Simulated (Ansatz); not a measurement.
Molecule: sum formula H₃SiO, net charge 0, doublet state. It need not be the lowest isomer of its formula. 
Geometry from a B3LYP-D3(BJ)/def2-TZVP (Ansatz, a quantum-chemistry and plane-wave program) optimisation:
```xyz
5

O      1.1629    -0.2024    -0.0914
Si    -0.4678     0.0693     0.0351
H     -1.0706    -0.6117     1.2040
H     -1.2030    -0.2867    -1.2002
H     -0.4806     1.5469     0.2355
```
Charge 0, spin multiplicity 2.

Basis-set convergence of Hartree-Fock and CCSD correlation energies (hartree) with Ansatz. Valence correlation only, unless marked. UHF or UKS for open shells. Spin-orbit coupling is left out. No relativistic terms.

| basis | functions | E(HF) | E(corr, CCSD) |
|---|---|---|---|
| def2-SVP | 47 | -365.35894 | -0.27791 |
| def2-TZVPP | 115 | [?] | [?] |

Question: Fill in the missing entries.

Answer: 
- def2-TZVPP, E(HF): -365.56608
- def2-TZVPP, E(corr, CCSD): -0.34958
